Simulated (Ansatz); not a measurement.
`O=C[SiH2][SiH3]` + `BCOCO` → `OCOC[SiH3]` + `B[SiH2]C=O`  (redistribution)

Isolated molecules relaxed with PBE0-D4/def2-TZVP in Ansatz; ΔE leaves out vibrations. CCSD(T)/CBS adds triple-zeta CCSD(T) − MP2 to the extrapolated MP2 energy (def2 sets, frozen cores). Functionals use def2-TZVPP. B3LYP here is the variant with VWN-RPA as its local correlation; programs differ in this. Each species was taken in one conformer, which may not be the lowest.

| level | ΔE (kJ/mol) | difference from CCSD(T)/CBS |
| --- | --- | --- |
| r2SCAN-D4 | 51.5 | 3.7 |
| PBE0-D4 | 54.4 | 6.6 |
| B3LYP-D4 | 49.7 | 1.9 |
| ωB97X-V | 50.0 | 2.2 |
| ωB97M-V | 49.3 | 1.5 |
| r2SCAN | 51.8 | 4.0 |
| PBE0 | 55.2 | 7.4 |
| B3LYP | 51.4 | 3.6 |
| HF/def2-TZVPP | 48.7 | 0.9 |
| SCS-MP2/def2-TZVPP | 46.5 | -1.3 |
| CCSD(T)/def2-TZVPP | 47.5 | -0.3 |
| HF/def2-QZVPP | 48.6 | 0.8 |
| MP2/def2-QZVPP | 49.0 | 1.2 |
| SCS-MP2/def2-QZVPP | 46.7 | -1.1 |
| HF/CBS(def2) | 48.5 | 0.7 |
| CCSD/CBS(def2) | 47.9 | 0.1 |
| CCSD(T)/CBS | 47.8 | 0 |

Largest T1 diagnostic among the species: 0.016.
